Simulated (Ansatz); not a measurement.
Steps of a relaxation of C2H6Br2GaN, SMILES `C[N](C)[Ga]([Br])[Br]` with RKS PBE0-D4/def2-TZVP.

```sh
$ ansatz run in.yaml --threads 2 --pin off --events-out ev --progress --plain --max-ram 22528MiB --backend cuda --devices 0, --max-vram 18GiB
```

```yaml
crystal:
  periodic: [false, false, false]
  atoms:
    - {symbol: C, position_ang: [-0.539470, -0.735170, 1.139120]}
    - {symbol: N, position_ang: [0.080010, 0.070790, 0.100210]}
    - {symbol: C, position_ang: [1.276420, -0.536330, -0.459690]}
    - {symbol: Ga, position_ang: [-0.848080, 1.410500, -0.788430]}
    - {symbol: Br, position_ang: [0.147200, 2.494650, -2.540610]}
    - {symbol: Br, position_ang: [-2.810090, 2.191720, 0.096600]}
    - {symbol: H, position_ang: [0.138100, -0.817710, 1.995470]}
    - {symbol: H, position_ang: [-0.772080, -1.747140, 0.784160]}
    - {symbol: H, position_ang: [-1.464670, -0.261260, 1.480270]}
    - {symbol: H, position_ang: [1.662900, 0.080410, -1.276850]}
    - {symbol: H, position_ang: [1.079070, -1.545430, -0.842110]}
    - {symbol: H, position_ang: [2.050700, -0.605030, 0.311860]}
basis:
  gaussian: {orbitals: def2-TZVP}
hamiltonian: {xc: pbe0, dispersion: d4}
relax: {f_tol: 0.005, max_steps: 150}
```

Positions (Å) and forces (eV/Å) along the path, 8 of 8 steps:

```xyz
12
step=1 energy=-196110.3057 eV
C    -0.539   -0.735    1.139    0.038    0.450   -0.240
N     0.080    0.071    0.100   -0.533    0.264   -0.584
C     1.276   -0.536   -0.460   -0.298    0.428    0.057
Ga   -0.848    1.411   -0.788    0.560   -0.538    0.594
Br    0.147    2.495   -2.541   -0.128   -0.125    0.139
Br   -2.810    2.192    0.097    0.179   -0.104   -0.132
H     0.138   -0.818    1.995    0.009   -0.063    0.079
H    -0.772   -1.747    0.784   -0.013   -0.023    0.014
H    -1.465   -0.261    1.480    0.068   -0.098    0.019
H     1.663    0.080   -1.277    0.019   -0.110    0.063
H     1.079   -1.545   -0.842    0.018   -0.027   -0.018
H     2.051   -0.605    0.312    0.081   -0.056    0.009
12
step=2 energy=-196110.3536 eV
C    -0.546   -0.727    1.136    0.113    0.185   -0.143
N     0.060    0.051    0.075   -0.289    0.155   -0.315
C     1.272   -0.529   -0.466   -0.178    0.160    0.114
Ga   -0.824    1.414   -0.760    0.322   -0.353    0.326
Br    0.138    2.472   -2.526   -0.014   -0.004   -0.017
Br   -2.794    2.169    0.085   -0.015   -0.007   -0.019
H     0.144   -0.813    1.984    0.001   -0.027    0.038
H    -0.795   -1.742    0.800   -0.006   -0.012    0.011
H    -1.461   -0.249    1.492    0.025   -0.027   -0.010
H     1.672    0.093   -1.271   -0.011   -0.034    0.021
H     1.096   -1.537   -0.863    0.013   -0.013   -0.008
H     2.038   -0.604    0.316    0.040   -0.024    0.002
12
step=3 energy=-196110.3697 eV
C    -0.546   -0.725    1.127    0.009   -0.008    0.005
N     0.031    0.024    0.038    0.010   -0.086    0.004
C     1.263   -0.528   -0.468    0.005   -0.009    0.008
Ga   -0.800    1.421   -0.732   -0.020    0.043   -0.019
Br    0.139    2.471   -2.517    0.005    0.009    0.001
Br   -2.787    2.164    0.084   -0.002    0.007    0.005
H     0.155   -0.794    1.969   -0.004    0.008   -0.008
H    -0.801   -1.750    0.822    0.014    0.018    0.004
H    -1.457   -0.245    1.488   -0.017   -0.005    0.006
H     1.667    0.094   -1.268    0.009   -0.002   -0.018
H     1.117   -1.542   -0.868    0.000    0.016    0.016
H     2.019   -0.591    0.326   -0.007    0.007   -0.005
12
step=4 energy=-196110.3711 eV
C    -0.548   -0.727    1.125    0.009   -0.019    0.010
N     0.022    0.013    0.026   -0.002   -0.029   -0.005
C     1.261   -0.531   -0.471    0.011   -0.019    0.007
Ga   -0.798    1.426   -0.729   -0.014    0.016   -0.015
Br    0.143    2.481   -2.509    0.008    0.007    0.002
Br   -2.783    2.173    0.088   -0.002    0.005    0.008
H     0.154   -0.779    1.968   -0.007    0.007   -0.002
H    -0.790   -1.758    0.832    0.010    0.013    0.001
H    -1.465   -0.254    1.480   -0.006   -0.001   -0.004
H     1.661    0.084   -1.278   -0.003    0.000   -0.007
H     1.126   -1.551   -0.858   -0.003    0.012    0.012
H     2.016   -0.577    0.326   -0.002    0.007   -0.006
12
step=5 energy=-196110.3725 eV
C    -0.550   -0.731    1.122   -0.004    0.002   -0.005
N     0.010    0.000    0.012    0.006   -0.008    0.005
C     1.258   -0.536   -0.475   -0.004    0.002   -0.004
Ga   -0.796    1.430   -0.727    0.000    0.002    0.001
Br    0.157    2.499   -2.493    0.003    0.001    0.000
Br   -2.774    2.186    0.102    0.000    0.001    0.002
H     0.144   -0.750    1.972    0.000    0.004   -0.001
H    -0.764   -1.772    0.845    0.004   -0.002    0.001
H    -1.482   -0.274    1.458   -0.001   -0.001   -0.002
H     1.643    0.063   -1.302   -0.002   -0.002   -0.002
H     1.135   -1.567   -0.832    0.001   -0.002    0.003
H     2.018   -0.548    0.318   -0.001    0.004    0.000
12
step=6 energy=-196110.3625 eV rejected
C    -0.561   -0.737    1.111    0.558    0.071    0.411
N     0.008   -0.007    0.008   -0.233    0.107   -0.232
C     1.249   -0.542   -0.487    0.300    0.015    0.503
Ga   -0.791    1.438   -0.720    0.016   -0.070    0.011
Br    0.167    2.513   -2.481   -0.001   -0.004    0.017
Br   -2.768    2.197    0.111    0.020   -0.004    0.000
H     0.138   -0.722    1.975   -0.268   -0.066   -0.241
H    -0.733   -1.790    0.853   -0.080    0.010   -0.032
H    -1.496   -0.288    1.442   -0.102   -0.025   -0.036
H     1.628    0.048   -1.321   -0.024   -0.032   -0.072
H     1.140   -1.589   -0.803   -0.019    0.044   -0.070
H     2.018   -0.521    0.313   -0.167   -0.045   -0.259
12
step=7 energy=-196110.3728 eV
C    -0.551   -0.732    1.120    0.001   -0.001    0.000
N     0.007   -0.005    0.007   -0.001    0.000   -0.001
C     1.256   -0.537   -0.477    0.000   -0.001    0.000
Ga   -0.794    1.432   -0.724    0.000    0.001    0.000
Br    0.163    2.504   -2.486    0.000    0.000    0.001
Br   -2.770    2.190    0.107    0.001    0.000    0.001
H     0.139   -0.738    1.975    0.000    0.002    0.000
H    -0.753   -1.777    0.850    0.001    0.000    0.000
H    -1.490   -0.282    1.448   -0.001   -0.001   -0.001
H     1.635    0.054   -1.312   -0.001   -0.001   -0.001
H     1.139   -1.574   -0.821    0.000    0.000    0.001
H     2.019   -0.535    0.313   -0.001    0.001    0.000
12
step=8 energy=-196110.3728 eV
C    -0.552   -0.733    1.119   -0.001   -0.001    0.002
N     0.004   -0.008    0.004    0.000    0.000    0.000
C     1.255   -0.539   -0.478    0.002   -0.001   -0.001
Ga   -0.793    1.434   -0.723    0.000    0.000    0.000
Br    0.166    2.509   -2.481    0.001    0.000    0.000
Br   -2.767    2.194    0.111   -0.001    0.000    0.001
H     0.135   -0.729    1.976   -0.001    0.000   -0.002
H    -0.744   -1.781    0.853    0.000    0.001    0.000
H    -1.495   -0.289    1.441    0.001    0.000    0.000
H     1.629    0.047   -1.320    0.000   -0.001    0.001
H     1.141   -1.579   -0.813    0.000    0.001    0.001
H     2.020   -0.526    0.310   -0.002    0.000   -0.002
```

It took 29 s on 2 threads of an AMD EPYC 7R13 on a shared host and a share of an NVIDIA H100 80 GB, with 1.1 GiB of host memory at the peak.
